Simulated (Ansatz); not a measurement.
Born–Oppenheimer molecular dynamics of H$_{4}$O$_{3}$Si (8 atoms, charge 0, multiplicity 1). It starts from a relaxed structure.

These are results of Ansatz, RKS PBE-D4/6-31G, not measurements.

- ensemble: NVE (Milne-controlled integrator)
- time step: 0.5 fs
- steps asked: 300
- starting velocities drawn for: 300 K
- seed: 456767

First frame:

```xyz
8
Properties=species:S:1:pos:R:3
Si -0.045 -0.061 0.229
H 0.066 0.194 1.701
O 1.496 0.001 -0.539
H 1.743 -0.745 -1.128
O -1.106 1.186 -0.308
H -1.186 1.418 -1.258
O -0.587 -1.651 -0.201
H -1.473 -1.992 0.041
```

Task: How far do the bonds stretch over the last three quarters of this one trajectory? (Pairs bonded in most of those frames.)

Result: 
| bond | mean (Å) | spread (Å) | shortest | longest |
| --- | --- | --- | --- | --- |
| Si1–H2 | 1.498 | 0.006 | 1.49 | 1.51 |
| Si1–O3 | 1.727 | 0.023 | 1.69 | 1.76 |
| Si1–O5 | 1.727 | 0.016 | 1.69 | 1.76 |
| Si1–O7 | 1.735 | 0.027 | 1.69 | 1.79 |
| O3–H4 | 0.982 | 0.005 | 0.97 | 0.99 |
| O5–H6 | 0.983 | 0.007 | 0.97 | 1.00 |
| O7–H8 | 0.985 | 0.031 | 0.93 | 1.03 |

Mean temperature of the second half: 162 K. The conserved energy stayed within 0.023 meV per atom of its start (net change 0.002 meV per atom), so the integration is sound. Over the second half the temperature averaged 0.54 of the 300 K drawn at the start: a run that starts near a minimum puts about half its kinetic energy into the potential. A run of 0.15 ps of so small a system gives no equilibrium averages. Limits of this set-up: no polarisation functions.

Run time: 13 min on 1 thread of Arm Neoverse N1, with other jobs on the host, peak memory 0.091 GiB.
